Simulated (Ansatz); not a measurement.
Compare A (`N/C(Cl)=N/[SiH3]`) with its isomer B (`N=C(N)[SiH2]Cl`).

Program: Ansatz. Geometries: PBE0-D4/def2-TZVP. ΔE: electronic, gas phase. CBS: MP2 limit from def2 TZ/QZ plus the TZ coupled-cluster correction, frozen cores. DFT in def2-TZVPP. One conformer a species, not always the lowest.

A:

```xyz
10

N    -1.379   -1.217   -1.109
C    -0.572   -0.279   -0.584
Cl   -0.687    1.228   -1.557
N     0.157   -0.408    0.416
Si    1.230    0.712    1.166
H    -1.435   -2.104   -0.641
H    -1.967   -1.016   -1.894
H     0.503    1.921    1.638
H     2.309    1.131    0.232
H     1.842    0.033    2.333
```

B:

```xyz
10

N     0.910    1.414    0.309
C     0.177    0.369    0.344
N    -0.459   -0.196    1.398
Si    0.048   -0.362   -1.387
Cl   -1.120   -2.074   -1.314
H     1.023    1.870    1.217
H    -0.982   -1.045    1.279
H    -0.367    0.182    2.326
H     1.385   -0.752   -1.876
H    -0.615    0.594   -2.297
```

(1) Which isomer does CCSD(T)/CBS put lower? Give the gap. (An estimate is asked.)

(2) Give E(B) − E(A) in kJ/mol with MP2/def2-TZVPP, CCSD(T)/def2-TZVPP, HF/def2-TZVPP, PBE-D4, B2PLYP, r2SCAN-D4, PBE0-D4. (An estimate is asked.)

Largest T1 diagnostic: 0.013.

Results:

(1) Ansatz gave: B, by 72.5 kJ/mol.

(2) Computed: MP2/def2-TZVPP -65.0, CCSD(T)/def2-TZVPP -68.8, HF/def2-TZVPP -70.2, PBE-D4 -62.4, B2PLYP -64.0, r2SCAN-D4 -60.4, PBE0-D4 -66.9. None reverses the order clearly.

From PBE to PBE0 (25 % exact exchange), in def2-TZVPP and without D4, E(B) − E(A) moves by −4.4 kJ/mol.
